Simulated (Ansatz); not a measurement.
A nudged elastic band was laid between two geometries of AlCl2F + H2 (6 atoms, charge 0, multiplicity 1).

Level of theory: RKS PBE-D4/def2-SVP (Ansatz).

- movable images: 5
- climbing image: yes
- spring: 5.0 eV/Å²
- optimiser: lbfgs
- start path: through a guess of the saddle point
- force threshold: 0.03 eV/Å
- iteration limit: 60
- end points: relaxed

Initial state:

```xyz
6
Properties=species:S:1:pos:R:3
Al 0.073 0.081 0.242
Cl 0.006 0.723 2.239
Cl 1.832 0.212 -0.887
F -1.359 -0.222 -0.561
H 0.356 -2.106 0.496
H 0.285 -1.876 1.236
```

Final state:

```xyz
6
Properties=species:S:1:pos:R:3
Al 0.300 -0.641 -0.341
Cl 0.353 -0.024 2.202
Cl 1.759 0.770 -0.939
F -1.314 -0.214 -0.551
H 0.634 -2.180 -0.174
H -0.540 -0.899 2.568
```

Problem. What changes between the two ends?

Solution. Bonds broken: Al1–Cl2, H5–H6. Bonds formed: Al1–H5, Cl2–H6. AlCl2F + H2 becomes AlCl2FH2.

Problem. Give the energies along the band, and the barrier.

Solution. The run ended unconverged. The highest image is number 4 of 0 to 6, 1.20 eV above the first end and 0.12 eV above the last; the last end lies 1.08 eV above the first. The band didn't meet its force threshold, so its energies are provisional: the largest band force was still 0.04 eV/Å, and over the last iterations the top stayed at 1.20 eV. The orbitals stay closed-shell, which can raise the energy where a bond breaks towards radicals; this wasn't checked here.

```csv
image,path coordinate (Å),energy (eV),Al1–Cl2 (Å),H5–H6 (Å),Al1–H5 (Å)
0,0.00,0.00,2.10,0.78,2.22
1,0.36,0.06,2.11,0.78,2.13
2,0.72,0.37,2.17,0.83,1.94
3,1.08,0.97,2.30,1.04,1.75
4,1.43,1.20,2.46,1.41,1.64
5,2.26,1.10,2.61,2.41,1.59
6,3.09,1.08,2.62,3.25,1.58
```

The band took 60 iterations and about 8 core-minutes.

Time of the run: 7.7 min on 1 thread of Arm Neoverse V2, on a shared host, peak memory 0.12 GiB.
